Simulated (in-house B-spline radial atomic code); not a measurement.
Ionising Ga3+ with different functionals

Computed with a B-spline radial code for spherical atoms: scalar-relativistic (spin-free X2C) Hamiltonian, Fermi nucleus of rms radius 3.9973 fm, spin-polarised at highest spin, spherical fractional occupations for the functionals, and exact exchange of hybrids averaged over the configuration. The ionisation energy is the difference of two self-consistent energies, [Ar] 3d10 → [Ar] 3d9, without Breit or QED terms; ε is the level of the shell that loses the electron (its least bound occupied spin orbital). There is no spin-orbit coupling in this Hamiltonian.

```
   method                    rung  ΔSCF (eV)  -ε(3d) (eV)
     PBE0           global hybrid      63.20        55.88
    B3LYP           global hybrid      63.45        55.38
    TPSSh           global hybrid      63.29        53.72
BHandHLYP           global hybrid          ?            ?
  r2SCAN0           global hybrid      63.47        56.21
    B97-1           global hybrid          ?            ?
    HSE06  range-separated hybrid      63.18        55.44
    wB97X  range-separated hybrid      62.99        58.00
CAM-B3LYP  range-separated hybrid      63.41        57.40
  LC-wPBE  range-separated hybrid      63.46        58.04
```

Task: What does BHandHLYP give?

Result: ΔSCF 62.84 eV, and -ε(3d) = 59.30 eV.

Task: What does B97-1 give?

Result: ΔSCF 63.23 eV, and -ε(3d) = 55.30 eV.

Task: Among the functionals, which spreads more, the ΔSCF values or the orbital energies?

Result: The orbital energies: ΔSCF values span about 0.63 eV and the orbital energies 5.58 eV; here energy differences depend much less on the functional than eigenvalues do.

Task: How do they compare with the NIST value?

Result: NIST lists 63.24 eV ± 0.009 (measured, ground level to ground level). Errors run from -0.40 to +0.23 eV; B97-1 is closest (-0.01 eV), but part of that can be cancellation, since the calculations leave out spin-orbit coupling, Breit-QED terms, multiplet and fine-structure energies.
